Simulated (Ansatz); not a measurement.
CH7AlGeSi (`[SiH3][CH]1[AlH][GeH2]1`). Charge 0, multiplicity 1. Geometry: relaxed with PBE0-D4/def2-TZVP.

```xyz
11

Si   -0.842    1.149    0.401
C     0.361    0.414   -0.730
Al    1.168   -0.393    0.907
Ge    0.113   -1.592   -0.834
H    -2.304    0.879    0.324
H    -0.459    0.281    1.673
H    -0.604    2.548    0.834
H     0.719    0.972   -1.588
H     2.243   -0.097    2.021
H     0.957   -2.116   -2.007
H    -1.352   -2.043   -1.001
```

What is the dipole moment at B3LYP/def2-TZVPP? (Best estimate.)

Computed: 0.99 D, with components (-0.10, 0.94, 0.28) D in this frame, pointing from negative to positive charge.

And with PBE, r2SCAN, ωB97M-V? (An estimate is asked.)

Computed: PBE 0.93 D, r2SCAN 1.02 D, ωB97M-V 1.02 D.

Give the Mulliken charges with B3LYP, ωB97M-V, r2SCAN in def2-TZVPP. (An estimate is asked.)

The calculation gave: 
```csv
atom,B3LYP,ωB97M-V,r2SCAN
Si1,0.31,0.23,0.35
C2,-0.35,-0.46,-0.42
Al3,0.26,0.24,0.35
Ge4,0.03,0.00,0.00
H5,-0.06,-0.02,-0.07
H6,-0.11,-0.06,-0.10
H7,-0.06,-0.01,-0.06
H8,0.11,0.12,0.10
H9,-0.10,-0.07,-0.12
H10,-0.01,0.02,-0.01
H11,-0.02,0.01,-0.02
```

B3LYP here is the variant with VWN-RPA as its local correlation; programs differ in this.
